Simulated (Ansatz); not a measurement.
`[CH3][Al]([NH2])[Cl]` + H₂ → `[NH2][AlH][Cl]` + CH₄ at 500 K and 1 bar (hydrogenolysis of the Al–C bond).

Gas-phase electronic energies from Ansatz, PBE0-D4/def2-TZVP geometries. CCSD(T)/CBS adds triple-zeta CCSD(T) − MP2 to the extrapolated MP2 energy (def2 sets, frozen cores). This one scheme is used for every species. Each species was taken in one conformer, which may not be the lowest.

| species | CCSD(T)/CBS energy (Eh) | H − E (kJ/mol) | S (J/(mol·K)) |
| --- | --- | --- | --- |
| `[CH3][Al]([NH2])[Cl]` | -797.68797 | 209.7 | 403.0 |
| H₂ | -1.17544 | 41.0 | 145.5 |
| `[NH2][AlH][Cl]` | -758.40905 | 121.8 | 336.7 |
| CH₄ | -40.46206 | 135.6 | 206.8 |

H − E and S are ideal-gas, rigid-rotor, harmonic terms from PBE0-D4/def2-TZVP, for one conformer and one mirror image of each species. The MP2-based limit puts H₂ 0.8 mEh under its directly extrapolated value; such offsets cancel only in part. 1 Eh = 2625.50 kJ/mol, R = 8.31446 J/(mol·K).

Problem. By hand: ΔE, ΔH, ΔS and ΔG.

Solution. ΔE = (-758.40905) + (-40.46206) − (-797.68797) − (-1.17544) = -0.00770 Eh = -20.2 kJ/mol. Δ(H − E) = 121.8 + 135.6 − 209.7 − 41.0 = 6.7, so ΔH = -13.5 kJ/mol. ΔS = 336.7 + 206.8 − 403.0 − 145.5 = -5.0 J/(mol·K). ΔG = -13.5 − 500 × (-5.0)/1000 = -11.0 kJ/mol.

Problem. By hand: the equilibrium constant, and the temperature at which ΔG would vanish if ΔH and ΔS stayed fixed.

Solution. log₁₀ K = −ΔG/(RT ln 10) = 1.1. ΔG = 0 at ΔH/ΔS = 2700 K, far beyond where these terms or the molecules hold.

The number of gas molecules stays the same, so ΔS is small and ΔH decides. A doubt of 5 kJ/mol in ΔE shifts log₁₀ K by 0.5 here. Other conformers and mirror images would add mixing entropy, several J/(mol·K) or more a flexible species. Modes under 60 cm⁻¹, often nearly free rotors, make the harmonic entropy too high. These are equilibria of isolated gas molecules and say nothing of rates. Largest T1 diagnostic: 0.009 (customary marks: 0.02 for closed shells, 0.045 for open ones).
